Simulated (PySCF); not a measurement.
Species: C7H8N (doublet state).
Z-matrix (Å and degrees, GFN2-xTB geometry), rows numbered from 1:
```
N 
C   1  1.4590
C   2  1.4916  1  112.99
C   3  1.3559  2  135.56  1   108.96
C   4  1.5167  3   94.69  2  -172.52
C   5  1.5174  4  118.88  3    81.61
C   6  1.3521  5   94.28  4   -80.91
C   7  1.4533  6   92.75  5     2.37
H   1  1.0151  2  109.60  3    59.29
H   1  1.0155  2  109.89  3   -58.56
H   2  1.0936  1  108.10  3   121.44
H   2  1.0949  1  107.43  3  -121.61
H   4  1.0735  3  133.68  2     2.05
H   5  1.0828  4  118.40  3  -122.35
H   6  1.0735  5  131.35  4    93.83
H   7  1.0741  6  134.56  5   176.99
```

The hyperfine couplings belong to this conformer and change with its torsions.

Identity: `NCC1=C[C@@H]2C=C[C]12` [radical].

Computed with PySCF 2.14.0, UKS B3LYP, pcH-1 on C H N, non-relativistic, mean-field spin-orbit, GIAO. The structure is a single GFN2-xTB conformer in the gas phase; no vibrational or solvent corrections. The geometry wasn't refined by DFT: couplings that depend on bond lengths, twists or pyramidal angles can differ widely from those at the functional's own minimum. Stability of the SCF solution: not tested.

Where do the isotropic ENDOR lines of H14, H16, H12, H13 and H11 fall at 346.2 mT, to first order?

For S = 1/2 in fast tumbling each set of equivalent nuclei gives two lines, ν± = |νn ± a/2| to first order, with νn = g_N μN B/h and μN/h = 7.62259 MHz/T.

```csv
nuclei,isotope,g_N,νn (MHz),a_iso (MHz),lower line (MHz),upper line (MHz)
H14,1H,5.5857,14.74,11.63,8.93,20.55
H16,1H,5.5857,14.74,8.76,10.36,19.12
H12,1H,5.5857,14.74,-6.54,11.47,18.01
H13,1H,5.5857,14.74,2.93,13.28,16.21
H11,1H,5.5857,14.74,-2.27,13.61,15.87
```

Which pairs are centred on the nuclear Larmor frequency, and which on half the coupling?

Centred on νn, since |a| < 2νn: H14, H16, H12, H13 and H11. No pair has |a| > 2νn.
